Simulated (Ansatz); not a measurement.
Ansatz results at the PBE0-D4/def2-TZVP geometry: LUMO energy (PBE0/def2-TZVPP) 0.31 eV; HOMO–LUMO gap (PBE0/def2-TZVPP) 8.07 eV; HOMO–LUMO gap (B3LYP/def2-TZVPP) 7.60 eV.

Each molecule was computed in one conformer, which needn't be the lowest.

Task: Which molecule gave them?
A. `OBN[SiH2]O`
B. `[CH3][Ge]1([OH])[CH2][NH]1`
C. `CO[SiH](O)[SiH3]`
D. `O[SiH2]OC[SiH3]`

Result: D. The others give `[CH3][Ge]1([OH])[CH2][NH]1`: 0.25, 6.47, 5.92; `OBN[SiH2]O`: 0.24, 8.48, 7.93; `CO[SiH](O)[SiH3]`: -0.09, 7.80, 7.39.

B3LYP here is the variant with VWN-RPA as its local correlation; programs differ in this.
